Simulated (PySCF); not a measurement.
Ionising NaBi

r²SCAN; PySCF, scalar-relativistic core potentials, basis sets Na def2-SVPD, Bi def2-SVPD with ECP60. Neutral (UKS): triplet (π ↑↑), Re = 3.011 Å, ωe = 182 cm⁻¹, De = 1.15 eV, HOMO -3.71 eV, LUMO -2.20 eV.

NaBi⁺ (UKS): quartet (σ ↑, π ↑↑), Re = 3.448 Å, ωe = 93.2 cm⁻¹. The energies at the minima are -376.94104 hartree for NaBi and -376.72483 for NaBi⁺.

Work out the adiabatic ionisation energy, without and with harmonic zero-point energies (1 hartree = 27.2114 eV, 1 eV = 8065.5 cm⁻¹), and the change of the bond length.

At r²SCAN: 0.21621 hartree = 5.883 eV between the minima; the zero-point term (93.2 − 182.0)/2 cm⁻¹ = -0.006 eV makes it 5.878 eV. Re changes by +43.7 pm against the neutral. The electron leaves a σ orbital, and the ion is left as a loose complex of an ion and an atom.

These are scalar-relativistic numbers at best; spin–orbit coupling would shift them, the dissociation energy most. States were picked by a PBE0 search and need not be the measured ground states.
